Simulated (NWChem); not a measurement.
AlCl2F; SMILES [Al]([Cl])([Cl])[F]

```xyz
4

Al     0.0000     0.0000     0.3352
F      0.0000     0.0000     1.9855
Cl    -1.8109     0.0000    -0.6728
Cl     1.8109     0.0000    -0.6728
```
Atoms are numbered in this order, from 1.

Level: PBE0/def2-SVP (NWChem), optimised geometry, unscaled harmonic frequencies. 

List the harmonic frequencies with IR intensities, and the thermochemistry.


| frequency (cm⁻¹) | IR intensity (km/mol) |
|---|---|
| 152 | 7.8 |
| 207 | 24.4 |
| 233 | 66.7 |
| 444 | 8.2 |
| 654 | 204.8 |
| 913 | 125.5 |

```
Quantity                                                                            Value
-----------------------------------------------------------------------  ----------------
zero-point energy                                                            3.7 kcal/mol
thermal correction to the enthalpy at 298.15 K (with zero-point energy)      7.4 kcal/mol
heat capacity Cv                                                         14.3 cal/(mol K)
entropy at 298.15 K and 1 atm (symmetry number 2)                        74.1 cal/(mol K)
dipole moment                                                                      0.46 D
```

Rigid rotor and harmonic oscillator.
